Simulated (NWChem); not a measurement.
Molecule: pyrimidine (C$_{4}$H$_{4}$N$_{2}$); SMILES c1cncnc1

```xyz
10

C      0.0000     0.0000    -1.3536
C     -1.1827     0.0000    -0.6180
N     -1.1895     0.0000     0.7123
C      0.0000     0.0000     1.3073
N      1.1895     0.0000     0.7123
C      1.1827     0.0000    -0.6180
H      0.0000     0.0000    -2.4452
H     -2.1587     0.0000    -1.1183
H      0.0000     0.0000     2.4042
H      2.1587     0.0000    -1.1183
```
Atoms are numbered in this order, from 1.

Program: NWChem. Pople sets run with spherical d functions. Structure relaxed at the PBE0/def2-SVP level. Total energies compare along this basis series because the functional is fixed.

| level | basis functions | energy (Ha) | highest occupied level (eV) | orbital gap (eV) | dipole (D) |
|---|---|---|---|---|---|
| PBE/STO-3G | 34 | -260.6511 | -3.09 | 3.36 | 2.03 |
| PBE/3-21G | 62 | -262.5291 | -5.30 | 3.45 | 2.28 |
| PBE/6-31G* | 92 | -263.9957 | -5.55 | 3.64 | 2.19 |
| PBE/6-31+G* | 116 | -264.0075 | -5.92 | 3.64 | 2.40 |
| PBE/6-311G** | 132 | -264.0638 | -5.74 | 3.59 | 2.19 |
| PBE/6-311++G** | 160 | -264.0700 | -5.95 | 3.59 | 2.39 |
